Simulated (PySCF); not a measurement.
C₈H₈P₂.
Numbering: `[CH:1]#[C:2][c:3]1[p:4][cH:5][c:6]([CH3:7])[c:8]([CH3:9])[p:10]1` (hydrogens: H11 on C1; H12 on C5; H13, H14, H15 on C7; H16, H17, H18 on C9)

The same species was optimised twice, with GFN2-xTB and with PBE0-D3(BJ)/def2-SVP (PySCF), and the same property calculations (PySCF, gas phase) were run on both structures.

```tsv
coordinate	GFN2-xTB	PBE0-D3(BJ)/def2-SVP	change
C6–C8 (Å)	1.394	1.410	+0.016
C1≡C2 (Å)	1.203	1.216	+0.013
C5–C6 (Å)	1.387	1.399	+0.012
C2–C3 (Å)	1.411	1.421	+0.010
C8–P10 (Å)	1.746	1.743	-0.003
C6–C7 (Å)	1.504	1.505	+0.001
C3–P10 (Å)	1.747	1.748	+0.001
C3–P4 (Å)	1.749	1.750	+0.001
C8–C9 (Å)	1.505	1.506	+0.001
P4–C5 (Å)	1.729	1.728	-0.001
C3–P10–C8 (°)	104.6	105.8	+1.2
P4–C3–P10 (°)	129.7	128.5	-1.2
C5–C6–C8 (°)	124.7	123.5	-1.2
C5–C6–C7 (°)	117.1	118.0	+0.9
C3–P4–C5 (°)	102.5	103.2	+0.7
C2–C3–P10 (°)	114.8	115.5	+0.7
C2–C3–P4 (°)	115.5	116.1	+0.6
P4–C5–C6 (°)	131.1	131.6	+0.5
```

Rotational constants: A = 1822, B = 763.0, C = 541.4 MHz (GFN2-xTB) against A = 1821, B = 751.4, C = 535.5 MHz (PBE0-D3(BJ)/def2-SVP). Point groups within 0.08 Å: Cs and Cs. Atoms that the bonding makes alike are paired by their places after alignment.

On the GFN2-xTB structure: HOMO (eV) -6.84 [PBE0/pcSseg-1]; LUMO (eV) -2.13 [PBE0/pcSseg-1]; dipole (D) 2.90 [PBE0/pcSseg-1]; GIAO shielding of C1 (ppm) 78.0 [PBE0/pcSseg-1]; GIAO shielding of C2 (ppm) 96.6 [PBE0/pcSseg-1]; GIAO shielding of C3 (ppm) -5.1 [PBE0/pcSseg-1]; GIAO shielding of P4 (ppm) 29.9 [PBE0/pcSseg-1]; GIAO shielding of C5 (ppm) 20.5 [PBE0/pcSseg-1]; GIAO shielding of C6 (ppm) 41.8 [PBE0/pcSseg-1]; GIAO shielding of C7 (ppm) 158.1 [PBE0/pcSseg-1]; GIAO shielding of C8 (ppm) 9.4 [PBE0/pcSseg-1].

Problem. What do these properties become on the PBE0-D3(BJ)/def2-SVP structure?

Solution. 
```tsv
property	level	on GFN2-xTB	on PBE0-D3(BJ)/def2-SVP	change
HOMO (eV)	PBE0/pcSseg-1	-6.84	-6.84	0.00
LUMO (eV)	PBE0/pcSseg-1	-2.13	-2.17	-0.04
dipole (D)	PBE0/pcSseg-1	2.90	2.92	+0.02
energy, GFN2-xTB geometry as zero (kcal/mol)	PBE0/pcSseg-1	0.0	-0.4	-0.4
GIAO shielding of C1 (ppm)	PBE0/pcSseg-1	78.0	75.5	-2.5
GIAO shielding of C2 (ppm)	PBE0/pcSseg-1	96.6	96.5	-0.1
GIAO shielding of C3 (ppm)	PBE0/pcSseg-1	-5.1	-5.7	-0.6
GIAO shielding of P4 (ppm)	PBE0/pcSseg-1	29.9	26.0	-3.9
GIAO shielding of C5 (ppm)	PBE0/pcSseg-1	20.5	19.9	-0.6
GIAO shielding of C6 (ppm)	PBE0/pcSseg-1	41.8	38.7	-3.1
GIAO shielding of C7 (ppm)	PBE0/pcSseg-1	158.1	157.0	-1.1
GIAO shielding of C8 (ppm)	PBE0/pcSseg-1	9.4	9.0	-0.4
```

The heavy atoms differ by 0.019 Å rms after alignment. Among bonds between heavy atoms C6–C8 changes most (+0.016 Å). Changes are differences of the printed values. Neither structure is proved a minimum here.
